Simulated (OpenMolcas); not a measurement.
Xe IV.

```json
{
 "Program": "OpenMolcas 26.06",
 "Basis": "ANO-RCC-VTZP [7s6p4d2f1g]",
 "Scalar Hamiltonian": "DKH2, point nucleus",
 "Active space": "3 electrons in 3 orbitals (5p)",
 "State averaging": "2S+1 = 4 odd, 1 root; 2S+1 = 2 odd, 8 roots",
 "Spin-orbit coupling": "RASSI with atomic mean-field integrals over the reference wave functions, term energies averaged over their components"
}
```

Two sets of levels on these reference wave functions, in cm-1 above 5s2 5p3 4S* 3/2: one from CASSCF and one from SS-CASPT2, IPEA 0.25 Eh, imaginary shift 0.1 Eh (closed shells correlated: 4d 5s).

```csv
Level,Set 1,Set 2
5s2 5p3 4S* 3/2,0.0,0.0
5s2 5p3 2D* 3/2,17510,14070
5s2 5p3 2D* 5/2,21230,17820
5s2 5p3 2P* 1/2,33960,29100
5s2 5p3 2P* 3/2,39680,35280
```

Question: Which set is which?

Answer: Set 2 is SS-CASPT2. Its levels of the other terms of 5s2 5p3 lie at 0.80 to 0.89 of the other set's values, as expected, since terms of lower spin or lower L gain more correlation energy than the Hund ground term. Against 4 measured levels (Saloman, J. Phys. Chem. Ref. Data 33, 765 (2004)) the mean absolute deviation is 640 cm-1 with it and 4500 cm-1 without; single levels miss by up to 1100 cm-1 with it.

Term energies are means over components that CASPT2 splits; among the terms shown or strongly mixed into the levels shown the widest spread is 81 cm-1 (5s2 5p3 2P*, SS-CASPT2). With the s shell closed, the reference lacks s² → p² mixing. Measured partners are found by configuration, term and J. A level has none where our copy of the source lacks it or the pairing is in doubt (some pairs that miss far off the trend of their configuration count as doubtful), and it then counts in no deviation. Levels of configurations outside the active space are missing.

* marks odd parity.
